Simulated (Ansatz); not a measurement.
One elementary step

Start structure (ZrH$_{3}$Cl$_{3}$O, singlet), relaxed at PBE0-D4/def2-TZVP:

| atom | x (Å) | y (Å) | z (Å) |
| --- | --- | --- | --- |
| Zr1 | 0.0098 | -0.3065 | -0.9748 |
| O2 | 1.0704 | -0.9823 | 0.4199 |
| Cl3 | 0.5343 | -1.4580 | -2.9375 |
| Cl4 | -2.2499 | -0.6343 | -0.4727 |
| Cl5 | 0.4617 | 1.9675 | -1.2741 |
| H6 | -0.4446 | 1.6145 | 1.9800 |
| H7 | -0.9833 | 1.1164 | 2.1208 |
| H8 | 1.6015 | -1.3172 | 1.1384 |

The step: ZrHCl₃O ([OH][Zr]([Cl])([Cl])[Cl]) + H₂ → ZrHCl₃ ([Cl][ZrH]([Cl])[Cl]) + H₂O (still joined by a long Zr–O bond); bonds formed: Zr1–H7, O2–H6; bonds broken: H6–H7; bonds weakened to dative contacts: Zr1–O2. Computed with Ansatz 0.2.0 (basis: def2-TZVPP and def2-QZVPP); correlated methods freeze the cores. Core potentials replace the inner electrons of the atoms past krypton. Extrapolation: Hartree–Fock as exp(−7.88 √X), correlation as X^−2.97. Energies below are by CCSD(T) at an estimated basis limit (MP2 extrapolated from triple and quadruple zeta, plus CCSD(T) − MP2 in triple zeta).

(1) What are the electronic barrier and the energy of the step, from the start structure to the end structure? (An estimate is asked for; the value comes from the calculation.)

No T1 diagnostic of these runs exceeds 0.017.

Answers

(1) Computed: Barrier 35.87 kcal/mol; step energy 23.10 kcal/mol (uphill); reverse barrier, their difference, 12.76 kcal/mol. Barrier and step energy count from the start structure, the reverse barrier from the end structure.

The saddle point: One imaginary mode of 1153i cm⁻¹.
| pair | start (Å) | saddle (Å) | end (Å) |
| --- | --- | --- | --- |
| Zr1–H7 | 3.55 | 2.01 | 1.84 |
| O2–H6 | 3.39 | 1.20 | 0.96 |
| Zr1–O2 | 1.88 | 2.14 | 2.33 |
| H6–H7 | 0.75 | 1.05 | 2.33 |

Zero-point energy (harmonic, PBE0-D4): ZPE is 17.25 kcal/mol at the start and 19.33 kcal/mol at the saddle, so the barrier goes from 35.87 to 37.95 kcal/mol.

Labels in which every atom is bracketed show which atoms are joined, not bond orders.

For scale, one of the runs: CCSD(T)/def2-TZVPP, 255 basis functions, launched by `ansatz run in.yaml --threads 8 --pin off --events-out ev --progress --plain --max-ram 19148MiB`. The run took 3.3 min on 8 CPU threads of an Arm Neoverse V1 (shared host), with 6 GiB of host memory at its peak.
